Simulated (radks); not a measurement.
Values are calculated unless marked as measured or tabulated.
The thulium ion Tm+ inside a hard spherical wall (all orbitals vanish at R), configuration held at [Xe] 4f13 6s1 and not refilled when levels cross. Level of theory: scalar-relativistic Kohn-Sham, PBE, spin-unpolarised, spherical densities, finite nucleus; Fermi nuclear charge, rms radius 5.2256 fm (a radial shooting solver on a logarithmic mesh with Libxc functionals). Eigenvalues in eV, with the zero of energy where the potential of the charges vanishes at infinity; a dash marks a level that is unbound or too diffuse for the functional's potential to be trusted. A positive occupied level is held by the wall or, in an anion where self-interaction has pushed it up, behind a barrier. The pressure on the wall is -dE/dV.

R (bohr) = free: E (hartree) -13565.7690; kinetic (hartree) 14741.793; e(5s) -60.090; e(5p) -33.621; e(4f) -9.751; e(6s) -9.165; e(5d, empty) -6.565; e(6p, empty) -5.505; pressure (GPa) 0
R (bohr) = 15: E (hartree) -13565.7690; kinetic (hartree) 14741.793; e(5s) -60.090; e(5p) -33.621; e(4f) -9.751; e(6s) -9.165; e(5d, empty) -6.565; e(6p, empty) -5.505; pressure (GPa) < 0.0001
R (bohr) = 8: E (hartree) -13565.7660; kinetic (hartree) 14741.821; e(5s) -59.956; e(5p) -33.490; e(4f) -9.619; e(6s) -9.009; e(5d, empty) -6.417; e(6p, empty) -4.998; pressure (GPa) 0.133
R (bohr) = 7: E (hartree) -13565.7592; kinetic (hartree) 14741.868; e(5s) -59.762; e(5p) -33.301; e(4f) -9.426; e(6s) -8.721; e(5d, empty) -6.190; e(6p, empty) -4.322; pressure (GPa) 0.552
R (bohr) = 5: E (hartree) -13565.6696; kinetic (hartree) 14742.300; e(5s) -58.522; e(5p) -32.124; e(4f) -8.145; e(6s) -5.805; e(5d, empty) -4.462; e(6p, empty) 0.949; pressure (GPa) 11.0
R (bohr) = 4: E (hartree) -13565.4236; kinetic (hartree) 14743.362; e(5s) -56.577; e(5p) -30.286; e(4f) -5.963; e(6s) 0.723; e(5d, empty) -1.309; e(6p, empty) 10.895; pressure (GPa) 68.0
R (bohr) = 3.5: E (hartree) -13565.0643; kinetic (hartree) 14744.928; e(5s) -54.434; e(5p) -28.168; e(4f) -3.418; e(6s) 8.783; e(5d, empty) 2.301; e(6p, empty) 22.062; pressure (GPa) 204
R (bohr) = 3: E (hartree) -13564.1767; kinetic (hartree) 14748.769; e(5s) -50.227; e(5p) -23.712; e(4f) 1.734; e(6s) 25.388; e(5d, empty) 9.485; e(6p, empty) 43.424; pressure (GPa) 725
R (bohr) = 2.5: E (hartree) -13561.6641; kinetic (hartree) 14759.102; e(5s) -40.984; e(5p) -13.135; e(4f) 12.880; e(6s) 62.614; e(5d, empty) 25.314; e(6p, empty) 87.989; pressure (GPa) 3140
R (bohr) = 2: E (hartree) -13553.3582; kinetic (hartree) 14790.044; e(5s) -16.839; e(5p) 15.769; e(4f) 38.556; e(6s) 155.42; e(5d, empty) 65.187; e(6p, empty) 192.53; pressure (GPa) 17400
